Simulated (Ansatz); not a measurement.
Conformers of CH6Cl2O2Si2 (`O[SiH](O)C[SiH](Cl)Cl`), each relaxed with PBE0-D4/def2-TZVP in Ansatz. CBS adds the triple-zeta coupled-cluster correction to the MP2 limit.

Not all of them had a frequency check.

Conformer A:

Z-matrix (Å, degrees):
```
Si
O 1 1.636
C 1 1.865 2 112.1
O 1 1.645 2 113.4 3 -116.6
H 1 1.481 2 104.3 3 122.1
H 2 0.961 1 116.5 3 49.8
Si 3 1.844 1 114.9 2 -74.0
H 3 1.096 1 109.1 2 165.8
H 3 1.095 1 109.2 2 48.6
H 4 0.958 1 118.3 2 -58.4
Cl 7 2.066 3 109.5 1 52.2
Cl 7 2.050 3 110.6 1 170.3
H 7 1.473 3 114.4 1 -68.2
```

Conformer B:

Cartesian coordinates in Å:
```
O -2.366 0.835 -0.741
Si -1.051 0.589 0.200
O -1.519 -0.321 1.481
C 0.177 -0.312 -0.878
Si 1.868 -0.570 -0.198
Cl 2.863 1.214 -0.084
Cl 1.749 -1.361 1.705
H -3.144 1.214 -0.330
H -0.483 1.878 0.672
H -0.834 -0.612 2.088
H -0.250 -1.294 -1.116
H 0.284 0.238 -1.820
H 2.708 -1.499 -0.979
```

Question: Which is lowest in electronic energy at CCSD(T)/CBS (frozen core, def2 sets), and by how much? (Estimate.)

Answer: Computed: A; B lies 7.4 kJ/mol higher.

Question: Give the energies relative to A (kJ/mol) with B3LYP-D4/def2-TZVPP, ωB97M-V/def2-TZVPP, B3LYP/def2-TZVPP, MP2/def2-TZVPP, SCS-MP2/def2-TZVPP, SCS-MP2/def2-QZVPP, HF/CBS(def2). (An estimate is asked.)

Answer: Computed: 
| level | B |
| --- | --- |
| B3LYP-D4/def2-TZVPP | 8.0 |
| ωB97M-V/def2-TZVPP | 8.3 |
| B3LYP/def2-TZVPP | 7.6 |
| MP2/def2-TZVPP | 8.1 |
| SCS-MP2/def2-TZVPP | 7.9 |
| SCS-MP2/def2-QZVPP | 7.4 |
| HF/CBS(def2) | 5.6 |

B3LYP here is the variant with VWN-RPA as its local correlation; programs differ in this.
